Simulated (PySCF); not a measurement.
**Calculated properties of [ReO4]-, `[O]=[Re-](=[O])(=[O])=[O]`**

Species: [ReO4]- (charge -1 and singlet state).
Z-matrix (Å and degrees, PBE0-D3(BJ)/def2-SVP geometry), rows numbered from 1:
```
Re
O   1  1.7291
O   1  1.7287  2  109.42
O   1  1.7293  2  109.49  3  -119.96
O   1  1.7293  2  109.49  3   119.96
```

PBE0-D3(BJ)/def2-SVP geometry optimisation, gas phase, def2 core potentials past Kr (PySCF):

```
Point group                  : Td
Rotational constants A, B, C : 3.964, 3.964, 3.961 GHz
```

From PBE0/def2-SVPD ground state and vertical TDDFT (core frozen in the response) (PySCF):

```
HOMO energy                              : -3.93 eV
LUMO energy                              : 3.26 eV
HOMO–LUMO gap                            : 7.19 eV
Lowest singlet excitation                : 5.25 eV (236 nm, f = 0.000 summed over 3 states within 0.01 eV)
Lowest triplet excitation (Tamm–Dancoff) : 4.68 eV
Static isotropic polarisability          : 56.2 au
```

Monoisotopic mass of the ion (most abundant isotopes, electron mass counted): 250.9360 u.

The rotational constants are those of a spherical top; the small spread among constants that symmetry makes equal is optimisation noise. The polarisability is 8.33 Å³ as a volume (1 au = 0.148185 Å³). The principal polarisabilities are 56.2, 56.2 and 56.2 au; their mean is the isotropic value. No computed singlet falls in the visible range (750 to 380 nm, 1.65 to 3.26 eV); S1 lies 1.99 eV above its blue end. With B = h/(8π²I), that is 505.379 GHz u Å² over I, the principal moments of inertia are 127.5, 127.5 and 127.6 u Å² (most abundant isotopes). The vertical singlet–triplet gap S1 − T1 is 0.57 eV (TDDFT singlet less Tamm–Dancoff triplet). S1 lies 1.94 eV below the HOMO–LUMO gap. In wavenumbers S1 is 42400 cm⁻¹ (1 eV = 8065.54 cm⁻¹).

Atoms past krypton carry effective core potentials; spin–orbit coupling is left out. The geometry's basis has no diffuse functions, a weakness for an anion.
